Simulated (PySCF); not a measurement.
## Polarisability and C₆ of N (nitrogen, neutral)

[He] 2s2 2p3, high-spin 4S determinant. Calculation: PySCF 2.14, in dyall-av3z (15s9p3d2f, 71 functions); scalar relativity by spin-free X2C-1e. Coupled (time-dependent) response in atomic units; α is the mean over directions.

| method | mean α (bohr³) | C₆ (like pair) | S(−4) |
| --- | --- | --- | --- |
| UHF | 7.112 | 23.12 | 27.60 |
| PBE | 8.064 | 27.82 | 35.16 |
| PBE0 | 7.628 | 25.85 | 30.17 |
| revPBE | 8.063 | 27.83 | 35.27 |
| TPSSh | 7.772 | 26.70 | 31.23 |

S(−4) is the Cauchy moment in α(ω) = α(0) + S(−4) ω² + …

Reference α: 7.4 ± 0.2 bohr³ (recommended; Schwerdtfeger and Nagle, table of static dipole polarizabilities (2023 update)). Published C₆: 24.20 (Chu and Dalgarno (2004); Tang, Norbeck and Certain (1976)).

α(iu) at PBE0:

```tsv
u (hartree)	α(iu) (bohr³)
0	7.628
0.0500	7.554
0.100	7.343
0.200	6.646
0.300	5.812
0.500	4.308
0.750	2.999
1.00	2.173
1.50	1.276
2.00	0.8341
3.00	0.4345
5.00	0.1796
```

A single London oscillator, α(iu) = α/(1 + u²/ω²), gives C₆ = (3/4) ω α². Matching the computed C₆ needs ω = 4 × 25.85 / (3 × 7.628²) = 0.592 hartree.
